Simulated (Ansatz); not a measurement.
# One arrangement of a pair

The pair of Cu⁺ (SMILES [Cu+], atom 1) and H2Te (SMILES [TeH2], atoms 2–4), both closed shells, in one local arrangement (a lower one may exist), relaxed at PBE0-D4/def2-TZVP:

```xyz
4
angstrom
Cu 1.2538 0.3183 -1.5235
Te -0.7402 -0.3264 -0.1642
H 0.1910 -1.0828 0.9853
H -0.7046 1.0908 0.7024
```

Program: Ansatz 0.2.0. Basis: def2-TZVPPD, with def2-QZVPPD for the basis limit. Cores are frozen in the correlated methods. The 3s and 3p shells of Cu and Zn are frozen; filled d shells are correlated. Core potentials replace the inner electrons of the atoms past krypton. The def2 sets are not built for correlating such inner shells, so the correlated values are less sure here. B3LYP uses VWN-RPA correlation. Extrapolation: Hartree–Fock as exp(−7.88 √X), correlation as X^−2.97. Interaction energies count from these two fragments, frozen as in the pair, with the counterpoise correction; negative means bound.

(1) What is the interaction energy by CCSD(T) at an estimated basis limit (MP2 extrapolated from triple and quadruple zeta, plus CCSD(T) − MP2 in triple zeta)? (Judge from chemistry; the value comes from the calculation.)

(2) Which atoms make the shortest contact between the fragments?

T1 diagnostic: at most 0.018.

Results:

(1) By the calculation: -48.80 kcal/mol. Hartree–Fock alone gives -28.41 kcal/mol at the basis limit. It counts from the two fragments frozen as in the pair.

The same quantity by other methods in triple zeta, and each one's difference from that estimate:
```json
{"method": "PBE-D4", "E_int (kcal/mol)": "-63.60", "difference": "-14.80"}
{"method": "revPBE-D4", "E_int (kcal/mol)": "-59.44", "difference": "-10.63"}
{"method": "BLYP-D4", "E_int (kcal/mol)": "-62.33", "difference": "-13.53"}
{"method": "r2SCAN-D4", "E_int (kcal/mol)": "-60.82", "difference": "-12.02"}
{"method": "B97M-V", "E_int (kcal/mol)": "-59.87", "difference": "-11.06"}
{"method": "PBE0-D4", "E_int (kcal/mol)": "-54.53", "difference": "-5.73"}
{"method": "B3LYP-D4", "E_int (kcal/mol)": "-55.64", "difference": "-6.84"}
{"method": "HSE06-D4", "E_int (kcal/mol)": "-54.43", "difference": "-5.62"}
{"method": "wB97X-V", "E_int (kcal/mol)": "-50.43", "difference": "-1.63"}
{"method": "wB97M-V", "E_int (kcal/mol)": "-50.24", "difference": "-1.44"}
{"method": "B2PLYP", "E_int (kcal/mol)": "-50.63", "difference": "-1.83"}
{"method": "HF", "E_int (kcal/mol)": "-28.37", "difference": "20.44"}
{"method": "MP2", "E_int (kcal/mol)": "-45.86", "difference": "2.94"}
{"method": "CCSD", "E_int (kcal/mol)": "-40.89", "difference": "7.92"}
{"method": "CCSD(T)", "E_int (kcal/mol)": "-43.48", "difference": "5.33"}
```
Differences are method less estimate.

(2) Cu1 and Te2, 2.50 Å apart.

Basis-set superposition shift (counterpoise-corrected less uncorrected): CCSD(T) 1.96; MP2 1.89; HF 0.26; PBE0-D4 0.30; wB97M-V 0.30 kcal/mol.

For scale, one of the runs: CCSD(T)/def2-TZVPPD, 160 basis functions, launched by `ansatz run in.yaml --threads 2 --pin off --events-out ev --progress --plain --max-ram 5222MiB`. The run took 14 s on 2 CPU threads of an Intel Xeon Platinum 8375C (shared host), with 0.93 GiB of host memory at its peak.
